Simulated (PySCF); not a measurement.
**C₆ coefficients of unlike pairs at PBE0**

Calculated with PySCF 2.14 from the dipole response of each species, C₆(A,B) = (3/π) ∫ α_A(iu) α_B(iu) du, in atomic units, from isotropic polarisabilities. For ions this is the dispersion term alone; charge-induced terms of lower order in 1/R come first.

```
species       configuration                                      basis      relativity  α (bohr³)  C₆ (like pair)
    Ga⁺  [Ar] 3d10 4s2 (1S)                aug-cc-pVQZ-DK (8s7p5d3f2g)   spin-free X2C      18.32           92.35
   Mn³⁺       [Ar] 3d4 (5D)                    dyall-av2z (16s12p7d2f)            none      1.890           4.602
      K       [Ar] 4s1 (2S)                      dyall-av2z (17s13p2d)            none      354.4            5195
   Re³⁺  [Xe] 4f14 5d4 (5D)  aug-cc-pVTZ-PP with ECP60MDF (6s6p5d3f2g)  core potential      7.255           37.68
```

Task: Estimate C₆ for Mn³⁺ with Ga⁺.

Result: The integral gives 16.34. The combination rule 2 C_A C_B / (C_A α_B/α_A + C_B α_A/α_B) gives 15.70 and the geometric mean 20.62.

No spin-orbit coupling is included.

The other pairs:

```tsv
pair	C₆
K, Ga⁺	486.4
Re³⁺, Ga⁺	53.43
K, Mn³⁺	60.91
Re³⁺, K	220.0
Re³⁺, Mn³⁺	12.74
```
